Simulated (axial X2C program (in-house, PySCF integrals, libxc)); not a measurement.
What spin–orbit coupling does to IO

All values were computed with an axial X2C code built on PySCF integrals. Spin-free means the one-electron spin-free X2C Hamiltonian; two-component (2c) means X2C with spin–orbit coupling and atomic mean-field two-electron Coulomb and Gaunt terms, so the difference of the two also holds small scalar two-electron terms. Basis: I dyall-cv3z [11s12p8d4f1g], O dyall-av3z [7s6p3d2f] (cores contracted in-house); Gaussian nuclei, density fitting, unrestricted open shells. Masses: I 126.904 u, O 15.995 u.

Spin-free state: M_S = 1/2, Λ = 1 (beyond evenly filled blocks: π+α, π+β, π-α); fragments I + O.

```tsv
level	Re (Å)	ωe (cm⁻¹)	De (eV)	μ (D)
PBEsol	1.868	714.0	3.526	-2.57
```

Dipoles are positive if O is the positive end.

Problem. Within this multiplet, which Ω should lie lowest by the rule for regular and inverted multiplets?

Solution. The open π shell holds three electrons, one hole, so the multiplet is inverted: Ω = Λ + 1/2 = 3/2. The PBE0 2c search agrees.

Two-component determinant lowest at the distance of the search:

Ω = 3/2 (⟨Sz⟩ = 0.50, ⟨Lz⟩ = 1.00 at PBEsol); fragments I + O.

| level | Re (Å) | ωe (cm⁻¹) | De (eV) | μ (D) |
| --- | --- | --- | --- | --- |
| PBEsol | 1.868 | 714.1 | 3.421 | -2.75 |

Problem. From the two tables, how do the constants change at the PBEsol level (2c against spin-free)?

Solution. At the PBEsol level Re is unchanged within 0.001 Å and ωe doesn't move by more than 0.2 cm⁻¹; De is not compared, since the atomic limits differ or miss part of their spin–orbit lowering.

The state is a single determinant with fixed occupations, the lowest that a limited PBE0 search found. De is counted from the lowest determinant-based energies of the atoms at the same level, without counterpoise correction. Density functionals use the spin component along the axis (collinear). In 2c an atomic determinant is not the ground J level, so De misses part of the atomic spin–orbit lowering. This holds for PBEsol. The functionals have no current-density term, which raises determinants with orbital currents, atoms included.
